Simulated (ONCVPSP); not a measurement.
# Pseudopotential generation for Sn: ONCV, PBEsol, fully relativistic.

The input file (ONCVPSP 4.0.1):

```
# ATOM AND REFERENCE CONFIGURATION
# atsym  z   nc   nv     iexc    psfile
  Sn 50.00    8    3  -116133      upf
#
#   n    l    f
    1    0    2.00
    2    0    2.00
    2    1    6.00
    3    0    2.00
    3    1    6.00
    3    2   10.00
    4    0    2.00
    4    1    6.00
    4    2   10.00
    5    0    2.00
    5    1    1.50
#
# PSEUDOPOTENTIAL AND OPTIMIZATION
# lmax
    2
#
#   l,   rc,      ep,       ncon, nbas, qcut
    0    2.10    0.00    4    8    3.50
    1    1.90    0.00    4    7    5.10
    2    1.65    0.00    5    9    9.20
#
# LOCAL POTENTIAL
# lloc, lpopt,  rc(5),   dvloc0
    4    2    1.20    0.00
#
# VANDERBILT-KLEINMAN-BYLANDER PROJECTORs
# l, nproj, debl
    0    2    2.90
    1    3    1.30
    2    2    1.50
#
# MODEL CORE CHARGE
# icmod, fcfact, rcfact
    0    0.00    0.00
#
# LOG DERIVATIVE ANALYSIS
# epsh1, epsh2, depsh
   -3.00    5.00    0.02
#
# OUTPUT GRID
# rlmax, drl
    6.00    0.01
#
# TEST CONFIGURATIONS
# ncnf
    4
# nvcnf
#   n    l    f
    3
    4    2   10.00
    5    0    2.00
    5    1    2.00
#
    3
    4    2   10.00
    5    0    2.00
    5    1    1.00
#
    3
    4    2   10.00
    5    0    2.00
    5    1    0.00
#
    3
    4    2   10.00
    5    0    1.00
    5    1    0.00
#
```

Command:

```bash
oncvpspr.x < Sn.dat > Sn.out
```

Output (shortened: citation, most of the input echo, consistency checks and plot data are left out):

```
ONCVPSP  (Optimized Norm-Conservinng Vanderbilt PSeudopotential)
relativistic version 4.0.1

#   n    l    f        energy (Ha)
    1    0    2.00    -1.0651320D+03
    2    0    2.00    -1.6087638D+02
    2    1    6.00    -1.4183212D+02    -1.5030109D+02
    3    0    2.00    -3.1149628D+01
    3    1    6.00    -2.5307364D+01    -2.6853729D+01
    3    2   10.00    -1.7389525D+01    -1.7708849D+01
    4    0    2.00    -5.0505595D+00
    4    1    6.00    -3.3425678D+00    -3.6217363D+00
    4    2   10.00    -1.0709005D+00    -1.1092802D+00
    5    0    2.00    -5.1734652D-01
    5    1    1.50    -2.4589776D-01    -2.6487203D-01

Reference configufation results
  iterations    24
  all-electron total energy (Ha)   -6.17615360D+03

Begin loop to  construct optimized pseudo wave functions
and semi-local pseudopoentials for all angular momenta

   Wellstate for l =  0  n =  7 kap= -1
     eigenvalue =   2.3827
     asymptotic potential =   2.8827
     half-point radius =  3.6353

Calculating optimized projector #   1

 for l=   0

    Fraction of norm inside rc  0.424425
    Optimizing pswf for qcut=   3.50 a_B^-1,  ecut=   6.13 Ha
    Residual kinetic energy error=  8.70D-04 Ha

    Energy error per electron        Cutoff
         Ha          eV             Ha
         0.01000     0.27211        4.15
         0.00100     0.02721        6.02
         0.00010     0.00272       23.47
         0.00001     0.00027       38.22

Calculating optimized projector #   2

 for l=   0

    Fraction of norm inside rc  0.115385
    Optimizing pswf for qcut=   3.50 a_B^-1,  ecut=   6.13 Ha
    Residual kinetic energy error=  2.20D-02 Ha

    Energy error per electron        Cutoff
         Ha          eV             Ha
         0.01000     0.27211        6.98
         0.00100     0.02721       12.84
         0.00010     0.00272       36.26
         0.00001     0.00027       45.37

   Wellstate for l =  1  n =  6 kap= -2
     eigenvalue =   1.0541
     asymptotic potential =   1.5541
     half-point radius =  3.6084

   Wellstate for l =  1  n =  7 kap= -2
     eigenvalue =   2.3541
     asymptotic potential =   2.8541
     half-point radius =  3.8959

Calculating optimized projector #   1

 for l=   1

    Fraction of norm inside rc  0.129666
    Optimizing pswf for qcut=   5.11 a_B^-1,  ecut=  13.06 Ha
    Residual kinetic energy error=  5.05D-04 Ha

    Energy error per electron        Cutoff
         Ha          eV             Ha
         0.01000     0.27211        1.58
         0.00100     0.02721       11.18
         0.00010     0.00272       35.66
         0.00001     0.00027       44.43

Calculating optimized projector #   2

 for l=   1

    Fraction of norm inside rc  0.181376
    Optimizing pswf for qcut=   5.11 a_B^-1,  ecut=  13.06 Ha
    Residual kinetic energy error=  1.98D-03 Ha

    Energy error per electron        Cutoff
         Ha          eV             Ha
         0.01000     0.27211        8.31
         0.00100     0.02721       16.08
         0.00010     0.00272       52.58
         0.00001     0.00027       63.50

Calculating optimized projector #   3

 for l=   1

    Fraction of norm inside rc  0.117678
    Optimizing pswf for qcut=   5.11 a_B^-1,  ecut=  13.06 Ha
    Residual kinetic energy error=  7.62D-03 Ha

    Energy error per electron        Cutoff
         Ha          eV             Ha
         0.01000     0.27211       12.43
         0.00100     0.02721       18.78
         0.00010     0.00272       68.48
         0.00001     0.00027       80.74

   Wellstate for l =  1  n =  6 kap=  1
     eigenvalue =   1.0351

   Wellstate for l =  1  n =  7 kap=  1
     eigenvalue =   2.3257

Calculating optimized projector #   1

 for l=   1

    Fraction of norm inside rc  0.153804
    Optimizing pswf for qcut=   5.11 a_B^-1,  ecut=  13.06 Ha
    Residual kinetic energy error=  2.73D-04 Ha

    Energy error per electron        Cutoff
         Ha          eV             Ha
         0.01000     0.27211        1.65
         0.00100     0.02721        6.01
         0.00010     0.00272       32.12
         0.00001     0.00027       42.63

Calculating optimized projector #   2

 for l=   1

    Fraction of norm inside rc  0.191415
    Optimizing pswf for qcut=   5.11 a_B^-1,  ecut=  13.06 Ha
    Residual kinetic energy error=  2.91D-03 Ha

    Energy error per electron        Cutoff
         Ha          eV             Ha
         0.01000     0.27211        9.74
         0.00100     0.02721       17.19
         0.00010     0.00272       52.48
         0.00001     0.00027       62.55

Calculating optimized projector #   3

 for l=   1

    Fraction of norm inside rc  0.119271
    Optimizing pswf for qcut=   5.11 a_B^-1,  ecut=  13.06 Ha
    Residual kinetic energy error=  1.08D-02 Ha

    Energy error per electron        Cutoff
         Ha          eV             Ha
         0.01000     0.27211       13.19
         0.00100     0.02721       21.05
         0.00010     0.00272       68.84
         0.00001     0.00027       80.99

   Wellstate for l =  2  n =  5 kap= -3
     eigenvalue =   0.4291
     asymptotic potential =   0.9291
     half-point radius =  3.4627

Calculating optimized projector #   1

 for l=   2

    Fraction of norm inside rc  0.881840
    Optimizing pswf for qcut=   9.20 a_B^-1,  ecut=  42.33 Ha
    Residual kinetic energy error=  1.73D-05 Ha

    Energy error per electron        Cutoff
         Ha          eV             Ha
         0.01000     0.27211       28.33
         0.00100     0.02721       34.26
         0.00010     0.00272       38.83
         0.00001     0.00027       50.45

Calculating optimized projector #   2

 for l=   2

    Fraction of norm inside rc  0.082288
    Optimizing pswf for qcut=   9.20 a_B^-1,  ecut=  42.33 Ha
    Residual kinetic energy error=  1.02D-05 Ha

    Energy error per electron        Cutoff
         Ha          eV             Ha
         0.01000     0.27211       24.76
         0.00100     0.02721       32.10
         0.00010     0.00272       37.61
         0.00001     0.00027       43.10

   Wellstate for l =  2  n =  5 kap=  2
     eigenvalue =   0.3907

Calculating optimized projector #   1

 for l=   2

    Fraction of norm inside rc  0.888778
    Optimizing pswf for qcut=   9.20 a_B^-1,  ecut=  42.33 Ha
    Residual kinetic energy error=  1.95D-05 Ha

    Energy error per electron        Cutoff
         Ha          eV             Ha
         0.01000     0.27211       28.58
         0.00100     0.02721       34.48
         0.00010     0.00272       39.03
         0.00001     0.00027       52.41

Calculating optimized projector #   2

 for l=   2

    Fraction of norm inside rc  0.081350
    Optimizing pswf for qcut=   9.20 a_B^-1,  ecut=  42.33 Ha
    Residual kinetic energy error=  1.15D-05 Ha

    Energy error per electron        Cutoff
         Ha          eV             Ha
         0.01000     0.27211       24.98
         0.00100     0.02721       32.30
         0.00010     0.00272       37.82
         0.00001     0.00027       43.43

Construct Vanderbilt / Kleinmman-Bylander projectors

B matrix Hermiticity error, ll=  0  kap= -1
   1   2   -2.0307D-04

  Orthonormal projector coefficients  7.6434E+00  9.4058E-01

B matrix Hermiticity error, ll=  1  kap= -2
   1   2    6.7547D-05
   1   3   -1.2685D-04
   2   3    8.5992D-05

  Orthonormal projector coefficients -3.3330E+01 -5.6695E+00  2.7637E+00

B matrix Hermiticity error, ll=  1  kap=  1
   1   2    7.2371D-05
   1   3   -1.3579D-04
   2   3    8.9251D-05

  Orthonormal projector coefficients -2.8988E+01 -5.5352E+00  2.7105E+00

B matrix Hermiticity error, ll=  2  kap= -3
   1   2    1.9709D-04

  Orthonormal projector coefficients -4.6201E+00 -9.9921E-01

B matrix Hermiticity error, ll=  2  kap=  2
   1   2    2.0226D-04

  Orthonormal projector coefficients -4.7616E+00 -1.0421E+00

 Orthonormal scalar projector coefficients, l =  1
 -3.1823E+01 -5.6385E+00  2.7400E+00 -2.6617E-02 -1.4731E-02  8.1355E-04

 Orthonormal spin-orbit projector coefficients, l =  1
 -3.8515E+00  8.7002E-01 -3.5518E-01  3.0148E-01  1.1663E-01 -2.9980E-02

 Orthonormal scalar projector coefficients, l =  2
 -4.6767E+00 -1.0163E+00 -2.3361E-05 -1.6388E-06

 Orthonormal spin-orbit projector coefficients, l =  2
  5.7531E-02  1.7242E-02 -9.8240E-04 -8.2989E-05

Pseudoatom total energy  -67.383058

Diagnostic tests using Vanderbilt-Kleinman-Bylander pseudopotentials
  relativistic with J = L +/- 1/2 projectors

   l  kap   rcore       rmatch      e in        delta e    norm test   slope test

   0  -1   2.1050504   2.1689643  -0.5173465  -0.0000020   1.0000193   1.0000350
   0  -1   2.1050504   2.1689643   2.3826535   0.0000244   1.0001812   1.0001812

   1  -2   1.9015022   1.9592359  -0.2458978  -0.0000005   1.0000200   1.0000232
   1   1   1.9015022   1.9592359  -0.2648720   0.0000050   1.0000307   1.0000363
run_diag_r: lschvkbbe ERROR   2   1  -2  60  1.05410224E+00  8.98692012E-01
   1  -2   1.9015022   1.9592359   1.0541022  -0.1554102   0.0803521   0.1057338
run_diag_r: lschvkbbe ERROR   2   1   1  60  1.02570106E+00  8.73130956E-01
   1   1   1.9015022   1.9592359   1.0257011  -0.1525701   0.1130432   0.1455412
run_diag_r: lschvkbbe ERROR   3   1  -2  60  2.35410223E+00  2.06869201E+00
   1  -2   1.9015022   1.9592359   2.3541022  -0.2854102   0.1677256   0.2741173
run_diag_r: lschvkbbe ERROR   3   1   1  60  2.33034347E+00  2.04730913E+00
   1   1   1.9015022   1.9592359   2.3303435  -0.2830343   0.1661755   0.3110102

   2  -3   1.6570792   1.7073917  -1.0709005  -0.0000095   1.0001573   1.0001785
   2   2   1.6570792   1.7073917  -1.1092802  -0.0000042   1.0001692   1.0001676
   2  -3   1.6570792   1.7073917   0.4290995   0.0000060   1.0002947   1.0002947
   2   2   1.6570792   1.7073917   0.4227484   0.0000107   1.0002907   1.0002907

Diagnostic tests using Vanderbilt-Kleinman-Bylander pseudopotentials
  relativistic with scalar and spin-orbit non-local projectors

   l  kap   rcore       rmatch      e in        delta e    norm test   slope test

   0  -1   2.1050504   2.1689643  -0.5173465  -0.0000020   1.0000193   1.0000350
   0  -1   2.1050504   2.1689643   2.3826535   0.0000244   1.0001812   1.0001812

   1  -2   1.9015022   1.9592359  -0.2458978   0.0001089   1.0004344   0.9992873
   1   1   1.9015022   1.9592359  -0.2648720   0.0001196   1.0003984   0.9991306
run_diag_r: lschvkbbe ERROR   2   1  -2  60  1.05410224E+00  8.98692012E-01
   1  -2   1.9015022   1.9592359   1.0541022  -0.1554102   0.0806301   0.1061358
run_diag_r: lschvkbbe ERROR   2   1   1  60  1.02570106E+00  8.73130956E-01
   1   1   1.9015022   1.9592359   1.0257011  -0.1525701   0.1130837   0.1456176
run_diag_r: lschvkbbe ERROR   3   1  -2  60  2.35410223E+00  2.06869201E+00
   1  -2   1.9015022   1.9592359   2.3541022  -0.2854102   0.1676042   0.2738587
run_diag_r: lschvkbbe ERROR   3   1   1  60  2.33034347E+00  2.04730913E+00
   1   1   1.9015022   1.9592359   2.3303435  -0.2830343   0.1660479   0.3107103

   2  -3   1.6570792   1.7073917  -1.0709005  -0.0000081   1.0001572   1.0001792
   2   2   1.6570792   1.7073917  -1.1092802  -0.0000029   1.0001691   1.0001683
   2  -3   1.6570792   1.7073917   0.4290995   0.0000064   1.0002951   1.0002951
   2   2   1.6570792   1.7073917   0.4227484   0.0000110   1.0002910   1.0002910

Ghost test for J = L + 1/2

 Testing for bound ghosts
   n   l    E NL Schr. Eq   E Basis Diag.   E Cutoff

   1   0       -0.517349       -0.516038     58.88

       1                       -3.445483     82.91  WARNING - GHOST(-)
   2   1       -0.245898       -0.223686     82.91

   3   2       -1.070910       -1.070854    161.86

 Testing for highly-localized positive-energy ghosts
       l    <radius>/rc     E Basis Diag.   E Cutoff

       0        0.372733        0.776232     58.88  WARNING - GHOST(+)

       1        0.473992       16.334127     82.91  WARNING - GHOST(+)

Ghost test for J = L - 1/2

 Testing for bound ghosts
   n   l    E NL Schr. Eq   E Basis Diag.   E Cutoff

   1   0       -0.517349       -0.516038     58.88

       1                       -3.777310     82.91  WARNING - GHOST(-)
   2   1       -0.264867       -0.246496     82.91

   3   2       -1.109284       -1.109238    161.86

 Testing for highly-localized positive-energy ghosts
       l    <radius>/rc     E Basis Diag.   E Cutoff

       0        0.372733        0.776232     58.88  WARNING - GHOST(+)

       1        0.440526       20.873891     82.91  WARNING - GHOST(+)

Test configuration 0

   n   l kap    f        eae           eps        diff
   1   0  -1  2.0000-1065.13200870
   2   0  -1  2.0000 -160.87638380
   2   1  -2  4.0000 -141.83212396
   2   1   1  2.0000 -150.30108800
   3   0  -1  2.0000  -31.14962823
   3   1  -2  4.0000  -25.30736416
   3   1   1  2.0000  -26.85372942
   3   2  -3  6.0000  -17.38952528
   3   2   2  4.0000  -17.70884854
   4   0  -1  2.0000   -5.05055947
   4   1  -2  4.0000   -3.34256781
   4   1   1  2.0000   -3.62173627
   4   2  -3  6.0000   -1.07090051   -1.07090996   -9.45E-06
   4   2   2  4.0000   -1.10928020   -1.10928439   -4.19E-06
   5   0  -1  2.0000   -0.51734652   -0.51734851   -2.00E-06
   5   1  -2  1.0000   -0.24589776   -0.24589823   -4.66E-07
   5   1   1  0.5000   -0.26487203   -0.26486701    5.02E-06

    Total energies and differences
      AE_ref= -6.17615360E+03  AE_tst= -6.17615360E+03  dif=  0.00E+00
      PS_ref= -6.73830579E+01  PS_tst= -6.73830579E+01  dif=  4.55E-13
      PSP excitation error= -4.55E-13

Test configuration 1

   n   l kap    f        eae           eps        diff
   1   0  -1  2.0000-1064.99172880
   2   0  -1  2.0000 -160.73665392
   2   1  -2  4.0000 -141.69233199
   2   1   1  2.0000 -150.16127331
   3   0  -1  2.0000  -31.01003836
   3   1  -2  4.0000  -25.16777081
   3   1   1  2.0000  -26.71413015
   3   2  -3  6.0000  -17.24994941
   3   2   2  4.0000  -17.56927113
   4   0  -1  2.0000   -4.91113183
   4   1  -2  4.0000   -3.20312803
   4   1   1  2.0000   -3.48229851
   4   2  -3  6.0000   -0.93177838   -0.93214012   -3.62E-04
   4   2   2  4.0000   -0.97012383   -0.97048960   -3.66E-04
   5   0  -1  2.0000   -0.38907793   -0.38906961    8.33E-06
   5   1  -2  1.3333   -0.13113756   -0.13112554    1.20E-05
   5   1   1  0.6667   -0.14778296   -0.14776504    1.79E-05

    Total energies and differences
      AE_ref= -6.17615360E+03  AE_tst= -6.17625033E+03  dif= -9.67E-02
      PS_ref= -6.73830579E+01  PS_tst= -6.74797752E+01  dif= -9.67E-02
      PSP excitation error= -4.71E-06

Test configuration 2

   n   l kap    f        eae           eps        diff
   1   0  -1  2.0000-1065.28883228
   2   0  -1  2.0000 -161.03226710
   2   1  -2  4.0000 -141.98810672
   2   1   1  2.0000 -150.45710846
   3   0  -1  2.0000  -31.30526758
   3   1  -2  4.0000  -25.46300787
   3   1   1  2.0000  -27.00938455
   3   2  -3  6.0000  -17.54514250
   3   2   2  4.0000  -17.86446871
   4   0  -1  2.0000   -5.20584072
   4   1  -2  4.0000   -3.49783500
   4   1   1  2.0000   -3.77701239
   4   2  -3  6.0000   -1.22555878   -1.22500499    5.54E-04
   4   2   2  4.0000   -1.26399734   -1.26342293    5.74E-04
   5   0  -1  2.0000   -0.65699786   -0.65702252   -2.47E-05
   5   1  -2  0.6667   -0.37128439   -0.37131177   -2.74E-05
   5   1   1  0.3333   -0.39267805   -0.39270046   -2.24E-05

    Total energies and differences
      AE_ref= -6.17615360E+03  AE_tst= -6.17599634E+03  dif=  1.57E-01
      PS_ref= -6.73830579E+01  PS_tst= -6.72257829E+01  dif=  1.57E-01
      PSP excitation error= -5.69E-06

Test configuration 3

   n   l kap    f        eae           eps        diff
   1   0  -1  2.0000-1065.64301678
   2   0  -1  2.0000 -161.38323117
   2   1  -2  4.0000 -142.33939492
   2   1   1  2.0000 -150.80852311
   3   0  -1  2.0000  -31.65537833
   3   1  -2  4.0000  -25.81312951
   3   1   1  2.0000  -27.35954884
   3   2  -3  6.0000  -17.89518283
   3   2   2  4.0000  -18.21452000
   4   0  -1  2.0000   -5.55451471
   4   1  -2  4.0000   -3.84635983
   4   1   1  2.0000   -4.12560380
   4   2  -3  6.0000   -1.57179800   -1.56931551    2.48E-03
   4   2   2  4.0000   -1.61043838   -1.60788417    2.55E-03
   5   0  -1  2.0000   -0.96118340   -0.96119038   -6.98E-06
   5   1  -2  0.0000   -0.64554823   -0.64554823    0.00E+00
   5   1   1  0.0000   -0.67208025   -0.67208025    0.00E+00

    Total energies and differences
      AE_ref= -6.17615360E+03  AE_tst= -6.17548220E+03  dif=  6.71E-01
      PS_ref= -6.73830579E+01  PS_tst= -6.67116031E+01  dif=  6.71E-01
      PSP excitation error= -4.68E-05

Test configuration 4

   n   l kap    f        eae           eps        diff
   1   0  -1  2.0000-1066.09549437
   2   0  -1  2.0000 -161.82920948
   2   1  -2  4.0000 -142.78571120
   2   1   1  2.0000 -151.25503532
   3   0  -1  2.0000  -32.10086516
   3   1  -2  4.0000  -26.25858931
   3   1   1  2.0000  -27.80507644
   3   2  -3  6.0000  -18.34041976
   3   2   2  4.0000  -18.65976764
   4   0  -1  2.0000   -5.99736007
   4   1  -2  4.0000   -4.28838323
   4   1   1  2.0000   -4.56793277
   4   2  -3  6.0000   -2.00713274   -2.00154069    5.59E-03
   4   2   2  4.0000   -2.04627779   -2.04054504    5.73E-03
   5   0  -1  1.0000   -1.32127491   -1.32060622    6.69E-04
   5   1  -2  0.0000   -0.97138368   -0.97138368    0.00E+00
   5   1   1  0.0000   -1.00398219   -1.00398219    0.00E+00

    Total energies and differences
      AE_ref= -6.17615360E+03  AE_tst= -6.17434243E+03  dif=  1.81E+00
      PS_ref= -6.73830579E+01  PS_tst= -6.55720698E+01  dif=  1.81E+00
      PSP excitation error=  1.82E-04
```

Note: ghosts flagged at negative energy: p3/2 at -93.8 eV, p1/2 at -102.8 eV; GHOST(+) flagged for s at 21.1 eV, p3/2 at 444.5 eV, p1/2 at 568.0 eV. A true bound ghost makes a file unfit for plane-wave use.

The run took about 7.2 s on one core of a shared server CPU.
